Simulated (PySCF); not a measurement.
## Electron correlation in Cl(2+) (chlorine, charge +2)

[Ne] 3s2 3p3, high-spin 4S determinant. Calculation: PySCF 2.14, in 6-31G* (4s3p1d, 18 functions); no relativity, point nucleus. Frozen: [Ne]; 5 electrons correlated.

MP2 pair energies summed by pair of shells (mhartree):

```json
{"pair": "3s-3p", "energy": "-46.43", "share (%)": "65.9"}
{"pair": "3p-3p", "energy": "-16.84", "share (%)": "23.9"}
{"pair": "3s-3s", "energy": "-7.21", "share (%)": "10.2"}
```

Total MP2 correlation energy: -70.48 mhartree.

Same-spin part -18.00 and opposite-spin part -52.48 mhartree; SCS-MP2 scales them by 1/3 and 6/5 to -68.98 mhartree.

```
  level  correlation energy (mhartree)
   CCSD                         -89.33
    (T)                          -0.81
CCSD(T)                         -90.14
```

Diagnostics: T1 = 0.0027, D1 = 0.0069, largest double amplitude 0.060.

Cost of the coupled-cluster step: 0.08 s of wall time on 1 thread of AMD EPYC 7B13 (shared host), for 5 correlated electrons.

Iterations:

```
CC2 = 0
CCSD nocc = (np.int64(4), np.int64(1)), nmo = (13, 13)
frozen orbitals [[0, 1, 2, 3, 4], [0, 1, 2, 3, 4]]
max_cycle = 100
direct = 0
conv_tol = 1e-08
conv_tol_normt = 1e-06
diis_space = 8
diis_start_cycle = 0
Init t2, MP2 energy = -0.0704829727934897
Init E_corr(UCCSD) = -0.0704829727937239
cycle = 1  E_corr(UCCSD) = -0.0851499670129622  dE = -0.0146669942  norm(t1,t2) = 0.0357191
cycle = 2  E_corr(UCCSD) = -0.0882652480941687  dE = -0.00311528108  norm(t1,t2) = 0.00953482
cycle = 3  E_corr(UCCSD) = -0.0893477007008971  dE = -0.00108245261  norm(t1,t2) = 0.00301916
cycle = 4  E_corr(UCCSD) = -0.0893291047155922  dE = 1.85959853e-05  norm(t1,t2) = 0.000256994
cycle = 5  E_corr(UCCSD) = -0.0893298859198172  dE = -7.81204225e-07  norm(t1,t2) = 2.22261e-05
cycle = 6  E_corr(UCCSD) = -0.0893295211650226  dE = 3.64754795e-07  norm(t1,t2) = 4.87082e-06
cycle = 7  E_corr(UCCSD) = -0.0893296824635001  dE = -1.61298477e-07  norm(t1,t2) = 4.27609e-07
cycle = 8  E_corr(UCCSD) = -0.0893296673119682  dE = 1.51515319e-08  norm(t1,t2) = 6.82487e-08
cycle = 9  E_corr(UCCSD) = -0.0893296630054915  dE = 4.30647669e-09  norm(t1,t2) = 3.15661e-08
UCCSD converged
E(UCCSD) = -458.2761127866165  E_corr = -0.08932966300549151
UCCSD(T) correction = -0.000805196311990769
```
